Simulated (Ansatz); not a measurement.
Ga3Sb2⁺ was relaxed with r2SCAN-D4 (def2-SVP) in Ansatz in these states: charge +1 quintet, charge +1 singlet, charge +1 triplet. The geometries follow in no particular order.

In the def2 sets Sb takes a core potential; there is no spin–orbit coupling.

A:

```xyz
5

Ga    1.266   -2.065    0.397
Ga   -1.742    0.875   -1.480
Ga    0.743    1.774    1.554
Sb    0.939    0.297   -1.029
Sb   -1.205   -0.882    0.557
```

B:

```xyz
5

Ga   -1.5671   -0.9897   -1.1064
Ga    2.0914    1.7612   -0.3209
Ga   -1.0081   -1.1787    1.5013
Sb    1.1588   -0.9363   -0.3162
Sb   -0.6750    1.3435    0.2422
```

C:

```xyz
5

Ga    0.275   -0.216   -2.267
Ga    1.146   -0.525    2.847
Ga   -1.850    0.950   -1.408
Sb   -0.424   -1.280    0.452
Sb    0.853    1.072    0.376
```

Q: Judge from the bond lengths which geometry belongs to which state (an estimate).

A: A is the charge +1 triplet (Ga1–Ga3 4.044 Å, Sb4–Sb5 2.916 Å, Ga1–Sb5 2.745 Å); B is the charge +1 quintet (Ga1–Ga3 2.674 Å, Sb4–Sb5 2.979 Å, Ga1–Sb5 2.839 Å); C is the charge +1 singlet (Ga1–Ga3 2.571 Å, Sb4–Sb5 2.677 Å, Ga1–Sb5 2.996 Å).

At PBE0-D4/def2-TZVP a singlet lies 0.10 eV below the charge +1 triplet. At PBE0-D4/def2-TZVP a singlet lies 1.25 eV below the charge +1 quintet. These are the stationary points nearest to one start from a short search; other shapes may lie lower in each state.
